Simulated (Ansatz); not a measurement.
One change: `C/C=C/N` becomes `B/C=C/C`.

Ansatz, PBE0-D4/def2-TZVP geometries, multiplicity 1. Each molecule was computed in one conformer, which needn't be the lowest.

| property | `C/C=C/N` |
| --- | --- |
| HOMO energy (PBE0/def2-TZVPP) / eV | -5.71 |
| LUMO energy (ωB97M-V/def2-TZVPP) / eV | 2.65 |
| HOMO–LUMO gap (B3LYP/def2-TZVPP) / eV | 6.36 |
| LUMO energy (PBE0/def2-TZVPP) / eV | 1.17 |
| size of the dipole moment (ωB97M-V/def2-TZVPP) / D | 1.30 |
| size of the dipole moment (PBE/def2-TZVPP) / D | 1.35 |

(1) Give the same properties after the change, and the shifts. (Best estimate.)

## Answers

(1) Ansatz gave: 
| property | `B/C=C/C` | shift |
| --- | --- | --- |
| HOMO energy (PBE0/def2-TZVPP) / eV | -7.98 | -2.27 |
| LUMO energy (ωB97M-V/def2-TZVPP) / eV | 0.21 | -2.44 |
| HOMO–LUMO gap (B3LYP/def2-TZVPP) / eV | 5.77 | -0.59 |
| LUMO energy (PBE0/def2-TZVPP) / eV | -1.78 | -2.95 |
| size of the dipole moment (ωB97M-V/def2-TZVPP) / D | 2.09 | 0.79 |
| size of the dipole moment (PBE/def2-TZVPP) / D | 2.33 | 0.98 |

With PBE0 the HOMO falls by 2.27 eV and the LUMO falls by 2.95 eV, so the gap narrows by about 0.68 eV. PBE moves the HOMO by -2.40 eV and ωB97M-V by -2.25 eV. Dipoles are sizes alone; their direction can turn.

B3LYP here is the variant with VWN-RPA as its local correlation; programs differ in this.
